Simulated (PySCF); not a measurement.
Cu2 (singlet state).
Cartesian coordinates in Å at the B3LYP/cc-pVDZ level; atoms count from 1:
```xyz
2
Cu2 angstrom
Cu     1.1356   -0.0030   -0.0044
Cu    -1.1499    0.0022   -0.0107
```

Theory: B3LYP/cc-pVDZ geometry optimisation, gas phase (PySCF 2.14.0).

Masses are those of the commonest isotopes; rigid-rotor values at the optimised geometry. 

Q: What are the moment of inertia and the rotational constant?

A: I = 164.369 u·Å², B = 505379 MHz·u·Å²/I = 3075 MHz (0.1026 cm⁻¹, or 0.148 K as hB/k). For two atoms I = μr² with μ = 31.4648 u and r = 2.2856 Å.

Q: List the first levels of a rigid rotor in a Σ state.

A: E(J) = BJ(J+1): J = 1: 0.205, J = 2: 0.615, J = 3: 1.231, J = 4: 2.051, J = 5: 3.077, J = 6: 4.308 cm⁻¹.

Q: Has it a pure rotational spectrum?

A: Not by electric dipole: D∞h allows no dipole (computed 0.00 D). Rotational Raman lines (ΔJ = 2) lie at B(4J + 6), spaced by 4B = 0.410 cm⁻¹, with nuclear-spin weights that differ between even and odd J.

Stationary, but not proved a minimum. Geometry: B3LYP/cc-pVDZ; no solvent, vibrations or thermal averaging. Constants of a rigid frame at the computed geometry: no zero-point averaging, no centrifugal distortion.

Hardware: Arm Neoverse V1, one thread, on a shared host. Cost: 8.6 s of wall time, 0.45 GiB resident at most. These figures are those of the optimisation.
